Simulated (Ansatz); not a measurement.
Cost and result up the ladder for Au(CO)H (CHAuO) (4 atoms). Total charge 0; singlet. Geometry: PBE0-D4/def2-TZVP.

```tsv
atom	x (Å)	y (Å)	z (Å)
Au1	0.4192	0.5077	-0.5567
C2	-0.5370	-0.6489	0.7120
O3	-1.0848	-1.3110	1.4384
H4	1.2026	1.4523	-1.5937
```

Ansatz on 4 threads of Arm Neoverse V2 on a shared host. Times are rough, and most runs start from the orbitals of an earlier one. ωB97X-V/def2-TZVP serves as the yardstick here, not as an exact answer. Differences are given only for rows in sets of like size (and for xTB, whose basis is part of the method), since another set adds its own error. Binding counts from free atoms at the same level (Au doublet, C triplet, O triplet, H doublet; other spins of the atoms weren't run), without zero-point energy or a counterpoise term.

In the def2 sets Au takes a core potential; there is no spin–orbit coupling. HSE06 is defined as in plane-wave codes, on full-range PBE exchange. Correlated methods freeze 2 core orbitals; core or outer-core shells of Au are correlated, in sets that lack core-valence functions.

Correlated methods converge slowly with the basis.

```json
{"level": "PBE-D4/def2-SVP", "functions": "65", "wall time": "0.4 s", "binding energy per atom (eV)": "4.10", "difference from ωB97X-V/def2-TZVP (eV)": "–", "remarks": "–"}
{"level": "PBE0-D4/def2-SVP", "functions": "65", "wall time": "0.4 s", "binding energy per atom (eV)": "3.86", "difference from ωB97X-V/def2-TZVP (eV)": "–", "remarks": "–"}
{"level": "MP2/def2-TZVP", "functions": "108", "wall time": "0.45 s", "binding energy per atom (eV)": "4.02", "difference from ωB97X-V/def2-TZVP (eV)": "0.15", "remarks": "test for broken spin undecided"}
{"level": "PBE-D4/def2-TZVP (with forces)", "functions": "108", "wall time": "0.65 s", "binding energy per atom (eV)": "4.09", "difference from ωB97X-V/def2-TZVP (eV)": "0.22", "remarks": "–"}
{"level": "PBE-D4/def2-TZVPD", "functions": "129", "wall time": "0.65 s", "binding energy per atom (eV)": "4.08", "difference from ωB97X-V/def2-TZVP (eV)": "0.22", "remarks": "–"}
{"level": "PBE0-D4/def2-TZVP", "functions": "108", "wall time": "0.65 s", "binding energy per atom (eV)": "3.86", "difference from ωB97X-V/def2-TZVP (eV)": "0.00", "remarks": "–"}
{"level": "HSE06-D4/def2-TZVP", "functions": "108", "wall time": "0.7 s", "binding energy per atom (eV)": "3.87", "difference from ωB97X-V/def2-TZVP (eV)": "0.00", "remarks": "–"}
{"level": "BHLYP-D4/def2-TZVP", "functions": "108", "wall time": "0.7 s", "binding energy per atom (eV)": "3.57", "difference from ωB97X-V/def2-TZVP (eV)": "-0.30", "remarks": "–"}
{"level": "PBE0-D4/def2-TZVPD", "functions": "129", "wall time": "0.85 s", "binding energy per atom (eV)": "3.86", "difference from ωB97X-V/def2-TZVP (eV)": "0.00", "remarks": "–"}
{"level": "r2SCAN-D4/def2-TZVP", "functions": "108", "wall time": "1.1 s", "binding energy per atom (eV)": "3.96", "difference from ωB97X-V/def2-TZVP (eV)": "0.09", "remarks": "–"}
{"level": "ωB97X-V/def2-TZVP", "functions": "108", "wall time": "1.9 s", "binding energy per atom (eV)": "3.87", "difference from ωB97X-V/def2-TZVP (eV)": "0.00", "remarks": "–"}
{"level": "B97M-V/def2-TZVP", "functions": "108", "wall time": "2 s", "binding energy per atom (eV)": "3.86", "difference from ωB97X-V/def2-TZVP (eV)": "-0.01", "remarks": "–"}
{"level": "CCSD(T)/def2-TZVPD", "functions": "129", "wall time": "12 s", "binding energy per atom (eV)": "3.84", "difference from ωB97X-V/def2-TZVP (eV)": "-0.02", "remarks": "–"}
{"level": "CCSD(T)/def2-TZVPP", "functions": "132", "wall time": "13 s", "binding energy per atom (eV)": "3.83", "difference from ωB97X-V/def2-TZVP (eV)": "-0.03", "remarks": "–"}
```
